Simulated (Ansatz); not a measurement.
Reaction (ligand exchange at a B–Cl bond): `NB(Cl)Cl` + HBr → `NB(Cl)Br` + HCl

Program: Ansatz. Geometries: PBE0-D4/def2-TZVP. ΔE: electronic, gas phase. CCSD(T)/CBS is the MP2 limit (def2-TZVPP, def2-QZVPP) plus CCSD(T) − MP2 in def2-TZVPP, frozen cores. This one scheme is used for every species. Functionals use def2-TZVPP. For Br outer-core shells are correlated without core-valence functions, which leaves a few kJ/mol of doubt a bond. Scalar relativity is left out up to krypton. Each species was taken in one conformer, which may not be the lowest.

`NB(Cl)Cl`:

```xyz
6

N    -0.194   -0.732   -0.283
B     0.138    0.521    0.201
Cl    1.170    1.592   -0.741
Cl   -0.469    1.057    1.765
H    -0.780   -1.368    0.228
H     0.135   -1.070   -1.171
```

HBr:

Cartesian coordinates in Å:
```
Br -0.322 0.537 -0.335
H 0.322 -0.537 0.335
```

`NB(Cl)Br`:

Cartesian coordinates in Å:
```
N 0.157 -0.719 -0.364
B -0.093 0.512 0.213
Cl 0.254 1.997 -0.661
Br -0.826 0.604 1.992
H -0.031 -1.585 0.110
H 0.539 -0.809 -1.290
```

HCl:

```xyz
2

Cl    0.269   -0.443    0.374
H    -0.269    0.443   -0.374
```

```json
{"level": "PBE0-D4", "ΔE (eV)": "0.09"}
{"level": "r2SCANh-D4", "ΔE (eV)": "0.10"}
{"level": "BHLYP-D4", "ΔE (eV)": "0.10"}
{"level": "CAM-B3LYP-D4", "ΔE (eV)": "0.12"}
{"level": "ωB97X-V", "ΔE (eV)": "0.11"}
{"level": "BLYP", "ΔE (eV)": "0.13"}
{"level": "r2SCAN0", "ΔE (eV)": "0.10"}
{"level": "MP2/def2-TZVPP", "ΔE (eV)": "0.06"}
```

Question: What does CCSD(T)/CBS give? (Best estimate.)

Answer: Computed: +0.06 eV. The listed levels differ from it by 0.03, 0.04, 0.04, 0.06, 0.05, 0.07, 0.04, 0.00 eV.

Largest T1 diagnostic among the species: 0.010.

In def2-TZVPP, CCSD(T) changes the Hartree–Fock value by −0.05 eV (the triples alone add −0.00 eV) and MP2 by −0.07 eV. Leaving LDA and LC-ωPBE aside and taking each functional with its dispersion term where it has one, the values, not all of them listed here, spread over 0.05 eV, from PBE-QIDH to B97M-V.
